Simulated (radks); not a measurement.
The numbers below are computed, except where a source is named.
These are the eigenvalues of the occupied orbitals of an atom or ion with whole-number occupations (hartree). Level of theory: Dirac Kohn-Sham, PBE, spin-unpolarised, spherical densities, point nucleus (a radial shooting solver on a logarithmic mesh with Libxc functionals).

1s1/2: -1161.531
2s1/2: -178.0613
2p1/2: -166.8234
2p3/2: -156.7360
3s1/2: -35.43606
3p1/2: -30.81704
3p3/2: -28.93695
3d3/2: -20.79271
3d5/2: -20.39960
4s1/2: -6.03546
4p1/2: -4.44841
4p3/2: -4.09156
4d3/2: -1.56131
4d5/2: -1.50741
5s1/2: -0.55463
5p1/2: -0.23887
5p3/2: -0.20975

Which element is it, and in what charge state? The configuration may be excited. Open shells, if any, are shared by 2j + 1.

Answer. Z = 52, tellurium, charge 0: Te in [Kr] 4d10 5s2 5p4. The list shows which subshells hold electrons but not how many an open one holds; the 1s level, -1161.5 hartree, gives Z - s = 48.2 by -(Z - s)^2/2, which with screening and relativity narrows Z to a few neighbours, and the depths of the outer levels then fix element, charge and occupations together.
